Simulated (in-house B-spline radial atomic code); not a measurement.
The numbers below are computed, except where a source is named.
## Weak and strong correlation along the adiabatic connection

Two-electron singlets in several external potentials (atomic units), by full CI in B-splines with partial waves to l = 8 (correlation energies up to 0.6 % small). The repulsion is scaled by λ at fixed density; W(λ) is the mean repulsion less the Hartree energy, W(0) = E_x, and the area under W from 0 to 1 is E_xc.

One system gave this curve:

| λ | W (hartree) |
| --- | --- |
| 0 | -2.602 |
| 0.02 | -2.6041 |
| 0.05 | -2.6073 |
| 0.12 | -2.6147 |
| 0.25 | -2.6281 |
| 0.4 | -2.6432 |
| 0.6 | -2.6626 |
| 0.8 | -2.6814 |
| 1 | -2.6994 |
| 1.4 | -2.7335 |
| 2 | -2.7803 |
| 3 | -2.8479 |
| 4.5 | -2.9305 |
| 7 | -3.0325 |
| 10 | -3.1181 |

Which system is it?
A. −Z/r, Z = 2.05
B. −Z/r, Z = 20
C. −Z/r, Z = 0.75, wall at 0.7 bohr
D. −Z exp(−kr)/r, Z = 1.49, k = 0.244

C. The exchange energy sets the size: −Z/r, Z = 0.75, wall at 0.7 bohr: E_x = -2.6, E_c = -0.0503; −Z/r, Z = 20: E_x = -12.3, E_c = -0.0459; −Z/r, Z = 2.05: E_x = -1.06, E_c = -0.0421; −Z exp(−kr)/r, Z = 1.49, k = 0.244: E_x = -0.664, E_c = -0.042 hartree.
